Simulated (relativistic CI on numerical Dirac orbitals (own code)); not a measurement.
## Spin-allowed bands of a d2 ion in an octahedral site, by hand

Problem. Take Δ = 7600 cm⁻¹ and B = 400 cm⁻¹ for a d2 ion in an octahedral site. Calculate the three spin-allowed bands.

Working.
1. The terms of highest spin are 3F (energy 0) and 3P (15B = 6000 cm⁻¹). Here the F term splits into A2 at +1.2Δ = 9120, T2 at +0.2Δ = 1520 and T1 at −0.6Δ = -4560 cm⁻¹.
2. The two T1 states mix through the element 0.4Δ: H = [[-4560, 3040], [3040, 6000]], with roots ½(H₁₁ + H₂₂) ∓ ½√[(H₂₂ − H₁₁)² + 4H₁₂²] = ½(1440) ∓ ½(12185) = -5373 and 6813 cm⁻¹.
3. The ground term is 3T1 at -5373 cm⁻¹.
4. Bands: 3T2 6893 cm⁻¹ (1451 nm), 3T1(P) 12185 cm⁻¹ (821 nm), 3A2 14493 cm⁻¹ (690 nm).

Check. Exact diagonalisation of the whole d2 shell with these parameters gives 3T2 6893, 3T1 12185, 3A2 14493 cm⁻¹. The match is exact, since without spin-orbit coupling no other term has this spin. The ratio of the second band to the first, 1.768, depends on Δ/B = 19.0 alone, which is how a Tanabe-Sugano diagram is read.
